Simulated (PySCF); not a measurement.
# Radial density of Tc³⁺ (technetium, charge +3)

B3LYP, [Kr] 4d4, high-spin 5D determinant. All numbers are calculated (PySCF 2.14, a scalar-relativistic core potential, in def2-SVP with the def2 core potential (28 electrons)). This is the valence pseudo-density: the core potential removes the inner electrons and smooths the orbitals near the nucleus.

| r (bohr) | 4πr²ρ (e/bohr) | 4πr²(ρα − ρβ) |
| --- | --- | --- |
| 0.0349 | 1.636e-05 | 0.0000 |
| 0.0587 | 4.467e-05 | 0.0000 |
| 0.0988 | 0.0001191 | 0.0000 |
| 0.166 | 0.0006053 | 0.0002 |
| 0.279 | 0.02250 | 0.0061 |
| 0.470 | 0.8714 | 0.1365 |
| 0.791 | 8.918 | 1.4879 |
| 1.33 | 9.193 | 3.0323 |
| 2.24 | 1.414 | 1.0218 |
| 3.76 | 0.02947 | 0.0291 |
| 6.33 | 7.513e-05 | 0.0000 |

Energies and moments cover only the electrons outside the core potential.
